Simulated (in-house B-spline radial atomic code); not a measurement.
F²⁺. Computed with a B-spline radial atomic code. Model: non-relativistic spherical atom: semilocal Troullier-Martins pseudo-atom, one channel per l, against all electrons, high spin, G0W0 and RPA with empty states to l = 8, local potential for every l without a channel, a model core (radius 0 = none) keeps its share of the functional.

What the tables leave out is listed at the end.

The pseudopotential gives back the lowest level of each angular momentum of its own functional in the configuration it was made in; a second state of the same l is only approximately right. Exact exchange, RPA and GW see the smooth pseudo-orbitals and miss the exchange with the core, for which the functional's share stands in. The column with an uncorrelated core keeps all orbitals and exact exchange, and so separates missing core correlation from pseudisation. Only the three outermost levels and the lowest empty one were computed. RPA here is direct RPA, with no exchange kernel, and its energies carry an (l + 1/2)⁻⁴ tail. A hybrid on a potential with a model core restores only its own semilocal share of the core's exchange.

Command:
```bash
python run_psgw.py task.json out
```
Settings (lengths in bohr, energies in hartree):
```
Z                      9
electrons              7
configuration          [He] 2s2 2p3
generated_in           [He] 2s2 2p5
functional             pbe,pbe
core_shells            1
radius_factor          1.15
core_correction        False
```

Time taken, with all properties: 15 s on 1 thread of Arm Neoverse N1 (shared host).

Given: made with PBE; model core radius 0 bohr; local radius 0.926 bohr; mean-field start PBE.

Valence shells of the generating configuration: 2s, 2p.

Channel: s 0.875, p 1.213 (radii in bohr).

Computed: largest level miss in the spin-unpolarised generating configuration 0 eV; valence RPA correlation energy pseudo -0.24522 hartree; all-electron RPA polarisability, core included 1.0484 bohr³; pseudo-atom RPA polarisability 1.0549 bohr³.

```csv
level,occupied,mean-field all-electron (eV),mean-field pseudo minus all (eV),G0W0 all-electron (eV),G0W0 uncorrelated core minus all (eV),G0W0 pseudo minus all (eV),exchange self-energy all-electron (eV),exchange self-energy pseudo (eV)
2p up,1,-51.572,0.017,-62.148,0.084,0.347,-40.81,-39.155
2s down,1,-63.196,0.24,-72.732,0.065,0.008,-29.174,-26.175
2p down (empty),0,-44.274,0.637,-35.327,0.088,0.314,-6.8866,-5.776
```

**Question.** What is the valence RPA correlation energy all-electron orbitals?

**Answer.** -0.24698 hartree.

Given: mean-field start PBE0.

Computed: valence RPA correlation energy all-electron orbitals -0.23132 hartree; all-electron RPA polarisability, core included 0.94101 bohr³; pseudo-atom RPA polarisability 0.95019 bohr³.

```csv
level,occupied,mean-field all-electron (eV),mean-field pseudo minus all (eV),G0W0 all-electron (eV),G0W0 uncorrelated core minus all (eV),G0W0 pseudo minus all (eV),exchange self-energy all-electron (eV),exchange self-energy pseudo (eV)
2p up,1,-54.824,0.12,-62.54,0.083,0.368,-40.862,-39.186
2s down,1,-65.552,0.201,-72.7,0.066,0.005,-29.094,-26.186
2p down (empty),0,-41.346,0.393,-35.055,0.083,0.291,-6.7338,-5.7051
```

**Question.** What is the valence RPA correlation energy pseudo?

**Answer.** -0.22966 hartree.

Given: mean-field start Hartree-Fock.

Computed: valence RPA correlation energy all-electron orbitals -0.19736 hartree; valence RPA correlation energy pseudo -0.19565 hartree; all-electron RPA polarisability, core included 0.74216 bohr³.

| level | occupied | mean-field all-electron (eV) | mean-field pseudo minus all (eV) | G0W0 all-electron (eV) | G0W0 uncorrelated core minus all (eV) | G0W0 pseudo minus all (eV) | exchange self-energy all-electron (eV) | exchange self-energy pseudo (eV) |
| --- | --- | --- | --- | --- | --- | --- | --- | --- |
| 2p up | 1 | -63.89 | 0.358 | -63.22 | 0.08 | 0.404 | -40.994 | -39.285 |
| 2s down | ? | ? | ? | ? | ? | ? | ? | ? |
| 2s up | 1 | -88.093 | -1.387 | -84.013 | 0.03 | -0.719 | -47.416 | -45.969 |
| 2p down (empty) | 0 | -31.479 | -0.057 | -34.306 | 0.066 | 0.193 | -6.1063 | -5.331 |

**Question.** What belongs in the row 2s down?

**Answer.** occupied: 1; mean-field all-electron (eV): -70.713; mean-field pseudo minus all (eV): 0.144; G0W0 all-electron (eV): -72.435; G0W0 uncorrelated core minus all (eV): 0.067; G0W0 pseudo minus all (eV): 0.035; exchange self-energy all-electron (eV): -28.637; exchange self-energy pseudo (eV): -25.988.

**Question.** What is the pseudo-atom RPA polarisability?

**Answer.** 0.75283 bohr³.

Among the listed levels the largest G0W0 shift of the pseudo-atom is -0.72 eV, for 2s up on the Hartree-Fock start, while leaving the core uncorrelated moves that level by +0.03 eV. So pseudisation and the lost core exchange, not the missing core correlation, make the error. Not in the tables (levels of low weight, unsolved or above zero; the highest and the empty levels are kept at any weight): on PBE the G0W0 levels 2s up (pseudo minus all -0.33 eV, weights 0.19 and 0.18); on PBE0 the G0W0 levels 2s up (pseudo minus all -0.14 eV, weights 0.38 and 0.40).
